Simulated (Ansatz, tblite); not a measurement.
Cost and result up the ladder for B(NH2)3 (BN₃H₆) (10 atoms). Total charge 0; singlet. Geometry: PBE-D4/def2-SVP.

```xyz
10

B     0.0108    0.0015   -0.0113
N     0.1094   -1.4081    0.2582
H    -0.5749   -2.0721   -0.0977
H     0.6167   -1.7698    1.0630
N     0.9183    0.9239    0.6210
H     0.7360    1.9257    0.6200
H     1.5067    0.6431    1.4031
N    -0.9833    0.4948   -0.9339
H    -1.4732   -0.1485   -1.5543
H    -0.8664    1.4094   -1.3681
```

Ansatz on 2 threads of Arm Neoverse V2 on a shared host; xTB runs through tblite on one thread. Times are rough, summed over both states, and most runs start from the orbitals of an earlier one. PBE0-D4/def2-TZVP serves as the yardstick here, not as an exact answer. The other state is a triplet.

The xTB rows come from tblite.

Run but left out: PBE-D4/def2-TZVP (triplet: an occupied level 0.23 eV above an empty one).

xTB has no spin-polarisation term.

```csv
level,functions,wall time,vertical triplet (eV),difference from PBE0-D4/def2-TZVP (eV)
GFN2-xTB,22,0.005 s,7.70,1.90
GFN1-xTB,28,0.008 s,7.26,1.46
PBE0-D4/def2-TZVP,160,7.5 s,5.80,0.00
r2SCAN-D4/def2-TZVP,160,11 s,5.60,-0.21
```
